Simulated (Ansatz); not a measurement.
Total energies of Zn8S7Cl2 from Ansatz at BLYP-D4/def2-TZVP, gas phase (1 Eh = 27.2114 eV = 2625.5 kJ/mol). The reference geometry is relaxed at r2SCAN-D4/def2-SVP.

```xyz
17

S    -1.3699   -1.9033    3.2045
Zn    0.1838   -0.3971    2.8717
Zn   -0.8490   -2.2444    1.0917
S    -0.9460   -0.2162   -0.2103
S     2.2580   -0.1161    1.9109
Zn    0.9496    1.1799    0.5031
Zn   -2.0996    1.4850    0.8168
S    -3.0362    3.2278   -0.1813
S     1.0271    2.5304   -1.4224
Zn   -1.0826    3.1149   -1.0790
S     0.5948   -3.4670   -0.2590
Zn    1.8989   -1.6424    0.2598
Zn    0.1659   -2.2928   -2.1551
S    -0.3187   -1.0181   -3.8380
Zn    0.4595    0.4632   -2.3758
Cl   -0.4928    1.9812    2.5423
Cl    2.6569   -0.6851   -1.6798
```

```json
{"state": "charge 0 singlet", "geometry": "reference", "energy (Eh)": "-17944.50845"}
{"state": "charge 1 doublet", "geometry": "reference", "energy (Eh)": "-17944.23490"}
{"state": "charge -1 doublet", "geometry": "reference", "energy (Eh)": "-17944.56890"}
{"state": "free S atom (triplet)", "geometry": "–", "energy (Eh)": "-398.11616"}
{"state": "free Zn atom (singlet)", "geometry": "–", "energy (Eh)": "-1779.49301"}
{"state": "free Cl atom (doublet)", "geometry": "–", "energy (Eh)": "-460.15031"}
```

Single mean-field runs in def2-TZVP are fitted with def2-universal-jkfit.

**Question.** Work out the vertical ionisation energy to the doublet.

**Answer.** E(charge 1 doublet) − E(charge 0 singlet) = -17944.23490 − (-17944.50845) = 0.27355 Eh = 7.44 eV. For comparison, −ε of the highest occupied level is 5.49 eV at this level, 1.95 eV less.

**Question.** Work out the vertical electron affinity, to the doublet.

**Answer.** E(charge 0 singlet) − E(charge -1 doublet) = -17944.50845 − (-17944.56890) = 0.06045 Eh = 1.64 eV. The basis lacks diffuse functions, which makes affinities too small.

**Question.** Give the fundamental gap IE − EA, the Mulliken electronegativity (IE + EA)/2 and the hardness (IE − EA)/2.

**Answer.** From the values in Eh: IE − EA = 0.27355 − 0.06045 = 0.21310 Eh = 5.80 eV; (IE + EA)/2 = 4.54 eV; (IE − EA)/2 = 2.90 eV. The HOMO–LUMO gap of the same run is 2.32 eV, 3.48 eV smaller than the fundamental gap.

**Question.** What is the binding energy per atom against free atoms?

**Answer.** Atoms: 7 × (-398.11616) + 8 × (-1779.49301) + 2 × (-460.15031) = -17943.05782 Eh. Binding: -17943.05782 − (-17944.50845) = 1.45063 Eh = 39.47 eV, or 2.32 eV for each of 17 atoms (no zero-point energy, no counterpoise term).

At BLYP-D4/def2-TZVP the gap within one spin of the charge 1 doublet nearly closes, so an electron or hole may be smeared out by delocalisation error.
